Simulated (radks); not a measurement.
Question: The mean radii <r> (bohr) of the occupied orbitals of an atom or ion are listed with their occupations. Method: Dirac Kohn-Sham, PBEsol, spin-unpolarised, spherical densities, point nucleus; computed with a radial shooting solver on a logarithmic mesh with Libxc functionals.

| orbital | occ. | <r> |
|---|---|---|
| 1s1/2 | 2 | 0.04150 |
| 2s1/2 | 2 | 0.1833 |
| 2p1/2 | 2 | 0.1574 |
| 2p3/2 | 4 | 0.1614 |
| 3s1/2 | 2 | 0.5305 |
| 3p1/2 | 2 | 0.5337 |
| 3p3/2 | 4 | 0.5442 |
| 3d3/2 | 4 | 0.5533 |
| 3d5/2 | 6 | 0.5573 |
| 4s1/2 | 2 | 1.538 |
| 4p1/2 | 2 | 1.802 |
| 4p3/2 | 3 | 1.839 |

Name the element and its charge. Open shells, if any, fill j = l - 1/2 first.

Answer: Z = 36, krypton, charge +1: Kr+ in [Ar] 3d10 4s2 4p5. The 1s radius gives Z: for a bare nucleus <r> = (2 gamma + 1)/(2Z) with gamma = sqrt(1 - (Z/c)^2), 0.04069 bohr for Z = 36, and screening makes it slightly larger (0.04150 here). The occupations add up to 35, and the charge is Z minus that.
